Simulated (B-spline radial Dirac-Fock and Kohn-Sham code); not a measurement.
**Elastic and transport cross sections of hydrogen for positrons**

Model: relativistic (Dirac) partial waves in the static field of the Dirac-Fock atom, without polarisation or absorption potentials. Program: a radial atomic solver. Below a few hundred eV the neglected polarisation potential matters, most of all at small angles. σ_tr1 and σ_tr2 weight the cross section with 1 − P₁ and 1 − P₂ of cos θ; "backward" is the share scattered beyond 90°.

| energy (eV) | σ (a₀²) | σ_tr1 (a₀²) | σ_tr2 (a₀²) | σ/σ_tr1 | backward (%) |
| --- | --- | --- | --- | --- | --- |
| 112 | 0.690 | 0.166 | 0.321 | 4.16 | 5.0 |
| 113 | 0.685 | 0.164 | 0.317 | 4.18 | 4.9 |
| 528 | 0.178 | 0.0150 | 0.0338 | 11.8 | 1.1 |
| 531 | 0.177 | 0.0149 | 0.0335 | 11.9 | 1.1 |
| 701 | 0.136 | 0.00930 | 0.0213 | 14.6 | 0.83 |
| 967 | 0.0999 | 0.00534 | 0.0125 | 18.7 | 0.60 |
| 1070 | 0.0906 | 0.00447 | 0.0105 | 20.2 | 0.55 |
| 1110 | 0.0875 | 0.00420 | 0.00989 | 20.8 | 0.53 |
| 1120 | ? | ? | ? | ? | ? |
| 1510 | 0.0649 | 0.00244 | 0.00584 | 26.6 | 0.39 |
| 3980 | 0.0251 | 0.000428 | 0.00107 | 58.7 | 0.14 |
| 6030 | 0.0167 | 0.000201 | 0.000508 | 83.3 | 0.095 |
| 6070 | 0.0166 | 0.000199 | 0.000502 | 83.7 | 0.094 |
| 33600 | 0.00326 | 8.64e-06 | 2.28e-05 | 377 | 0.015 |
| 44700 | 0.00253 | 5.14e-06 | 1.37e-05 | 491 | 0.011 |
| 57300 | 0.00204 | 3.29e-06 | 8.79e-06 | 620 | 0.0084 |

Question: Fill in the row for 1.12 keV.

Answer: σ = 0.0867 a₀², σ_tr1 = 0.00413 a₀², σ_tr2 = 0.00974 a₀², σ/σ_tr1 = 21.0, backward 0.52 %. The ratio σ/σ_tr1 is roughly the number of elastic collisions that randomise the direction.

Values without a named source are computed, but for edge energies of neutral atoms, which are taken from tables.
